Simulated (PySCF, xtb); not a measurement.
TaO2Cl, SMILES [O]=[Ta](=[O])[Cl], multiplicity 1.

Harmonic wavenumbers (cm⁻¹) from xtb with GFN2-xTB at its own minimum, in rising order: 139, 153, 216, 309, 692, 705.

### Question
What does PBE-D3(BJ)/def2-SVP (PySCF) give at its own minimum? (Estimate from the structure and the level; the computed values follow.)

### Answer
170, 177, 329, 388, 911, 959. Paired by order, the mean absolute difference is 120 cm⁻¹ and the zero-point energies are 3.2 and 4.2 kcal/mol.
